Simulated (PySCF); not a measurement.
## Excitation energy of Se by level of theory

Se [Ar] 3d10 4s2 4p4 (3P) → Se [Ar] 3d10 4s2 4p3 5s1 (5S), as a difference of total energies. All numbers are calculated (PySCF 2.14, scalar relativity through the core potential, in aug-cc-pVTZ-PP with one added diffuse shell each of s, d, f type with ECP10MDF (7s5p5d3f, 68 functions)). Correlated levels: valence: 3s2 3p6 3d10 frozen. The calculations carry no spin-orbit coupling.

| method | excitation energy (eV) | error (eV) |
| --- | --- | --- |
| UHF | 5.076 | -0.781 |
| MP2 (valence) | 5.522 | -0.335 |
| SCS-MP2 (valence) | 5.690 | -0.167 |
| CCSD (valence) | 5.624 | -0.233 |
| CCSD(T) (valence) | 5.636 | -0.221 |

Reference: 5.857 eV (measured; NIST levels, between the centres of gravity of the two terms).

Errors of the correlated levels include the incompleteness of this basis and the frozen core.
